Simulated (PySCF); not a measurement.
Ta(F)4(SH) (F₄HSTa), SMILES [F][Ta]([F])([F])([F])[SH], multiplicity 1. Atoms are numbered in the order given.

```xyz
7

Ta    -0.0018    -0.2154     0.0000
F      1.8936    -0.0984     0.0000
F     -1.8899    -0.0735     0.0000
F      0.0005    -1.1030    -1.6531
F      0.0005    -1.1030     1.6531
S     -0.0743     2.1740     0.0000
H      1.2798     2.3385     0.0000
```
Charge 0, spin multiplicity 1.

Geometry optimised at PBE-D3(BJ)/def2-SVP. The spin state was assumed, not searched. The structure was generated by enumeration; whether it is a known compound was not checked. The def2 effective core potentials stand for the cores of Ta; spin–orbit coupling is left out. Other conformers were not sampled.

Level of theory: PBE-D3(BJ)/def2-SVP run with PySCF 2.14.0.

Frequencies are harmonic and unscaled.

**Question.** List the normal modes with their intensities. (Estimate from the structure and the level; the computed values follow.)

**Answer.** 
| mode | ν (cm⁻¹) | IR (km/mol) | moving atoms (share of kinetic energy) |
|---|---|---|---|
| 1 | 87 | 3.1 | F 74 %, S 24 % |
| 2 | 114 | 8.3 | F 98 % |
| 3 | 164 | 12.9 | F 68 %, Ta 21 %, S 11 % |
| 4 | 175 | 5.4 | F 53 %, S 30 %, Ta 15 % |
| 5 | 182 | 12.8 | F 77 %, Ta 16 % |
| 6 | 231 | 8.6 | F 89 % |
| 7 | 235 | 1.9 | F 89 %, H 10 % |
| 8 | 345 | 17.5 | H 85 %, F 12 % |
| 9 | 375 | 25.9 | S 79 %, Ta 16 % |
| 10 | 627 | 70.2 | H 68 %, F 25 % |
| 11 | 659 | 18.9 | F 92 % |
| 12 | 675 | 136.1 | F 64 %, H 20 %, Ta 15 % |
| 13 | 692 | 118.7 | F 85 %, Ta 15 % |
| 14 | 692 | 62.4 | F 97 % |
| 15 | 2617 | 4.2 | H 97 % |
